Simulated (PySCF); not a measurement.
Bond curve of NdH

Set-up: Nd x2c-TZVPPall, H x2c-TZVPPall; spin-free X2C with a Gaussian nucleus (PySCF 2.14). Energies in eV from Nd (4f4 6s2) + H in their ground configurations at the same level. State: sextet, about 4.0 electrons in the 4f shell (Mulliken), real f orbitals that mix terms.

All columns are PBE0. A positive dipole means Nd(−)H(+).

| R (Å) | E (eV) | μ (D) | Mulliken charge on Nd (basis-dependent) | HOMO (eV) | LUMO (eV) | Mayer bond order | ⟨S²⟩ |
| --- | --- | --- | --- | --- | --- | --- | --- |
| 1.829 | -1.799 | -2.47 | 0.34 | -3.46 | -1.34 | 0.89 | 8.75 |
| 1.914 | -1.986 | -2.71 | 0.35 | -3.52 | -1.39 | 0.88 | 8.75 |
| 1.999 | -2.094 | -2.96 | 0.35 | -3.57 | -1.45 | 0.88 | 8.75 |
| 2.063 | -2.135 | -3.15 | 0.35 | -3.61 | -1.49 | 0.88 | 8.75 |
| 2.127 | -2.148 | -3.34 | 0.35 | -3.65 | -1.53 | 0.88 | 8.75 |
| 2.191 | -2.136 | -3.54 | 0.35 | -3.69 | -1.58 | 0.88 | 8.75 |
| 2.276 | -2.092 | -3.81 | 0.35 | -3.74 | -1.64 | 0.88 | 8.75 |
| 2.382 | -2.001 | -4.15 | 0.34 | -3.81 | -1.72 | 0.88 | 8.75 |
| 2.510 | -1.854 | -4.56 | 0.34 | -3.89 | -1.82 | 0.88 | 8.75 |
| 2.680 | -1.623 | -5.10 | 0.34 | -3.99 | -1.95 | 0.88 | 8.75 |

A fit through these points gives, at Re = 2.127 Å, μ = -3.34 D and dμ/dR = -3.07 D/Å; the reduced mass is 1.001 u.

Task: How strong is the fundamental in the double-harmonic approximation, I = 42.26·(dμ/dR)²/μred km/mol?

Result: I = 42.26·(-3.07)²/1.001 = 398 km/mol at PBE0.

These are scalar-relativistic numbers at best; spin–orbit coupling would shift them, the dissociation energy most. The state is the lowest single determinant that the PBE0 search found; with open d or f shells the true ground state can be another one.
